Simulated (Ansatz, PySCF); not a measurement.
BFH, SMILES [BH]F, multiplicity 2. Atoms are numbered in the order given.

```xyz
3

B     -0.2076    -0.7005     0.0000
F      0.0276     0.5792     0.0000
H      0.6972    -1.4981     0.0000
```
Charge 0, spin multiplicity 2.

Geometry optimised at PBE0-D3(BJ)/def2-TZVPD. The isomer is the one that the SMILES or the coordinates give; other isomers of the formula were not compared.

Two levels are set side by side: PBE-D3(BJ)/def2-TZVPD (Ansatz, an electronic-structure program) and PBE0-D3(BJ)/def2-TZVPD (PySCF). Each level has its own optimised geometry; the coordinates shown are those of the second. Frequencies come from the Hessian of PySCF at each geometry. Differences are taken from unrounded values.

```json
[
 {"quantity": "mean bond length (Å)", "PBE0-D3(BJ)": "1.254"},
 {"quantity": "bond B1–F2 (Å)", "PBE0-D3(BJ)": "1.301"},
 {"quantity": "bond B1–H3 (Å)", "PBE0-D3(BJ)": "1.206"},
 {"quantity": "highest harmonic wavenumber (cm⁻¹)", "PBE0-D3(BJ)": "2534"},
 {"quantity": "mean harmonic wavenumber (cm⁻¹)", "PBE0-D3(BJ)": "1625"},
 {"quantity": "zero-point energy (kcal/mol)", "PBE0-D3(BJ)": "6.97"}
]
```

Q: What does PBE-D3(BJ) give, and how far is it from PBE0-D3(BJ)? (Estimate from the structure and the level; the computed values follow.)

A: 
```csv
quantity,PBE-D3(BJ),PBE-D3(BJ) minus PBE0-D3(BJ)
mean bond length (Å),1.264,0.010
bond B1–F2 (Å),1.313,0.012
bond B1–H3 (Å),1.214,0.008
highest harmonic wavenumber (cm⁻¹),2460,-74
mean harmonic wavenumber (cm⁻¹),1572,-53
zero-point energy (kcal/mol),6.74,-0.23
```

GGA bonds tend to be longer and softer than those of functionals with exact exchange. Differences between two approximate levels are no errors against the true value.
